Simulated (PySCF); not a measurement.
A structure optimised at PBE0-D3(BJ)/def2-TZVPD, used in a PySCF frequency run:

```xyz
3

B      0.0000     0.0000     0.1454
H      0.0000    -1.0772    -0.3635
H      0.0000     1.0772    -0.3635
```
Charge 0, spin multiplicity 2.

**Question.** Write its SMILES, formula and point group.

**Answer.** [BH2], BH₂, C2v

**Question.** What are its rotational constants (standard atomic weights)?

**Answer.** 1148.5, 216.04, 181.84 GHz
